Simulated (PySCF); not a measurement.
# Ionising Tl₂

PBE0; basis Tl cc-pVDZ-PP with ECP60; scalar-relativistic core potentials; PySCF 2.14. Neutral (UKS): triplet (σ ↑, π ↑), Re = 3.140 Å, ωe = 81.4 cm⁻¹, De = 1.17 eV, HOMO -3.79 eV, LUMO -2.44 eV.

Tl₂⁺ (UKS): doublet (σ ↑), Re = 3.677 Å, ωe = 48.1 cm⁻¹, De = 1.37 eV to Tl⁺ + Tl. The energies at the minima are -345.03098 hartree for Tl2 and -344.83912 for Tl₂⁺.

Problem. Work out the adiabatic ionisation energy, without and with harmonic zero-point energies (1 hartree = 27.2114 eV, 1 eV = 8065.5 cm⁻¹), and the change of the bond length.

Solution. At PBE0: 0.19186 hartree = 5.221 eV between the minima; the zero-point term (48.1 − 81.4)/2 cm⁻¹ = -0.002 eV makes it 5.219 eV. Re changes by +53.7 pm against the neutral. The electron leaves a π orbital, and the ion is left as a loose complex of an ion and an atom.

Spin–orbit coupling is left out, which matters for elements this heavy, above all for dissociation energies. States were picked by a PBE0 search and need not be the measured ground states.
